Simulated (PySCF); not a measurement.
CH7ClOSi2. Atoms are numbered in the order given.

```xyz
12

C      1.6228     0.3011    -2.4307
Si     0.4204    -0.7079    -1.3897
Si     0.1840     0.2601     0.7063
O     -0.1839     1.8605     0.4337
Cl    -1.3743    -0.6872     1.7072
H      1.6941    -0.0946    -3.4558
H      1.2821     1.3470    -2.4830
H      2.6311     0.2910    -1.9876
H      0.8959    -2.1138    -1.2154
H     -0.9348    -0.7442    -2.0151
H      1.3617     0.1436     1.6141
H     -0.2939     2.4320     1.2017
```

Geometry optimised at ωB97X-D3(BJ)/def2-SVP. The structure was generated by enumeration; whether it is a known compound was not checked. Other conformers were not sampled.

These are TDA-B3LYP/def2-SVPD (PySCF 2.14.0) values and carry that method's errors.

Vertical excitations. Isolated molecule, no solvent.

```
state  energy (eV)  λ (nm)      f                                                                    main pairs
-----  -----------  ------  -----  ----------------------------------------------------------------------------
S1            6.31     196  0.014                                                                HOMO→LUMO 97 %
S2            6.43     193  0.022                                                              HOMO→LUMO+1 96 %
S3            7.40     168  0.017                                            HOMO−1→LUMO 71 %, HOMO−3→LUMO 12 %
S4            7.44     167  0.007                                            HOMO→LUMO+3 68 %, HOMO→LUMO+2 18 %
S5            7.47     166  0.050       HOMO−1→LUMO+1 29 %, HOMO→LUMO+3 27 %, HOMO→LUMO+2 25 %, HOMO−3→LUMO 7 %
S6            7.55     164  0.141                                          HOMO→LUMO+2 45 %, HOMO−1→LUMO+1 36 %
S7            7.61     163  0.021                                          HOMO−3→LUMO 59 %, HOMO−1→LUMO+1 14 %
S8            7.72     161  0.012                                                              HOMO−2→LUMO 78 %
S9            7.82     159  0.002                      HOMO→LUMO+4 47 %, HOMO−2→LUMO+1 34 %, HOMO−3→LUMO+1 10 %
S10           7.90     157  0.091  HOMO−5→LUMO 35 %, HOMO−3→LUMO+1 23 %, HOMO−2→LUMO+1 14 %, HOMO−4→LUMO+1 10 %
T1            5.80     214      0                                                                HOMO→LUMO 90 %
T2            5.82     213      0                                                              HOMO→LUMO+1 93 %
T3            6.86     181      0                                            HOMO→LUMO+2 68 %, HOMO→LUMO+3 22 %
T4            7.07     175      0                                            HOMO−1→LUMO 53 %, HOMO−3→LUMO 33 %
```
Triplets are in the Tamm–Dancoff approximation.
